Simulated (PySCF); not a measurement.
# Core-level binding energies of Ga(AsH3)F3

Species: Ga(AsH3)F3.
Cartesian coordinates in Å at the PBE0-D3(BJ)/def2-SVP level; atoms count from 1:
```
atom  x, y, z in Å
Ga1    0.014   -0.004   -1.453
As2    0.031   -0.026    1.119
H3     0.751    1.089    1.827
H4     0.623   -1.207    1.838
H5    -1.301    0.053    1.815
F6     1.733   -0.033   -1.787
F7    -0.821    1.518   -1.695
F8    -0.891   -1.476   -1.747
```

Computed, not measured: delta-SCF UKS SCAN, pcX-2 on the ionised atom, pcseg-1 elsewhere, spin-free X2C in PySCF. Binding energies are ΔSCF values: E(core-ionised, relaxed orbitals) − E(ground state) at a fixed geometry, referred to the vacuum level.

Question: What binding energy does each computed site have?

Answer: 
```csv
atom(s),environment,level,binding energy (eV),count
F6/F7/F8,fluorine bonded to Ga,F 1s,690.98,3
```

Question: Give the binding energy of F 1s of F6/F7/F8 in hartree and in kJ/mol.

Answer: 690.98 eV = 25.3930 Eh = 66669 kJ/mol.

Question: Which photon energy gives electrons from F 1s of F6/F7/F8 a kinetic energy of 50 eV, and what is their de Broglie wavelength?

Answer: hν = 690.98 + 50 = 740.98 eV, recoil neglected; λ = 12.264 Å/√(E/eV) = 1.73 Å.

One atom of each set of topologically equivalent atoms was ionised and stands for the set; in this conformer not all members are related by symmetry, and their own values weren't computed. No level of arsenic or gallium is listed. Geometry: PBE0-D3(BJ)/def2-SVP; no solvent, vibrations or thermal averaging.

The run took 4.7 s wall on Arm Neoverse V2, one thread, shared host, and the process peaked at 0.30 GiB of memory.
